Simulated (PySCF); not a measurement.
Shapes and spin states of FeCl2

Level of theory: B3LYP/[Fe def2-SVP, Cl def2-SVP], no relativity, density fitting, PySCF.

Relaxations began from a few typed shapes and spin states; open shells are unrestricted. The search is not exhaustive: other isomers or separated fragments can lie lower, and high-lying points may rest on an excited occupation.

Problem. Which is the lowest minimum found?
A. quintet D∞h: Fe–Cl 2.153 Å (×2); Cl–Fe–Cl 180.0°
B. singlet (closed shell, unstable to spin polarisation) C2v: Fe–Cl 2.081 Å (×2); Cl–Fe–Cl 156.7°
C. broken-symmetry Ms = 1 (⟨S²⟩ 3.00) D∞h: Fe–Cl 2.136 Å (×2); Cl–Fe–Cl 180.0°
D. singlet (closed shell, unstable to spin polarisation) D∞h: Fe–Cl 2.081 Å (×2); Cl–Fe–Cl 180.0°
E. singlet (closed shell, unstable to spin polarisation) D∞h: Fe–Cl 2.096 Å (×2); Cl–Fe–Cl 180.0°

Solution. A. The others lie at 125.1 (broken-symmetry Ms = 1 D∞h), 301.6 (singlet D∞h), 354.6 (singlet C2v), 355.0 (singlet D∞h, a saddle point) kJ/mol above it.

Formally Fe is in oxidation state +2, d6, with 4 unpaired electrons (the high-spin count). The Mulliken spin on Fe is 3.84. The polar-tensor charge on Fe, 1.26, is below the formal one.

For the lowest minimum: with open d or f shells other occupations or spin states may lie lower.

The electron or spin density has lower symmetry than the nuclear frame for the broken-symmetry Ms = 1 (⟨S²⟩ 3.00) D∞h at 125.1 kJ/mol, singlet (closed shell, unstable to spin polarisation) D∞h at 301.6 kJ/mol.
